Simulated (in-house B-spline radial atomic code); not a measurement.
Ru³⁺. Computed with a B-spline radial atomic code. Model: all-electron spherical atom, spin shells full or empty, radial basis limit, no spin-orbit coupling, Breit or QED, empty-state partial waves extrapolated as (l+1/2)^-4, RPA, G0W0 and static COHSEX of the highest shell as one setting changes (uncorrelated shells keep exact exchange).

Given: element Ru; charge 3; filled core Kr; hamiltonian one-electron scalar X2C; mean-field start Hartree-Fock; highest l of empty states 9; nuclear rms radius 4.4809 fm; highest mean-field shell 4d up.

Shell: 4d 5 0 (electrons up and down).

```csv
lowest nl shells left uncorrelated,RPA correlation energy (hartree),G0W0 level (eV),G0W0 minus most complete (meV),COHSEX level (eV),linearised minus solved G0W0 (meV)
0,-2.8607,-46.524,0,-48.717,-0.1
1,-2.6965,-46.524,0.1,-48.717,-0.1
2,-2.5124,-46.521,3.1,-48.713,-0.1
3,?,?,?,?,?
4,-1.8216,-46.507,16.9,-48.702,0
5,?,?,?,?,?
6,-0.6012,-46.406,117.7,-48.447,0
7,-0.47228,-46.406,118,-48.341,0
8,-0.11952,-46.442,82.1,-47.872,0
```

Q: What follows for lowest nl shells left uncorrelated = 5?

A: RPA correlation energy -1.3338 hartree; G0W0 level -46.487 eV; G0W0 minus most complete 37.3 meV; COHSEX level -48.652 eV; linearised minus solved G0W0 0 meV.

Q: What follows for lowest nl shells left uncorrelated = 3?

A: RPA correlation energy -1.9904 hartree; G0W0 level -46.513 eV; G0W0 minus most complete 11.3 meV; COHSEX level -48.716 eV; linearised minus solved G0W0 0 meV.
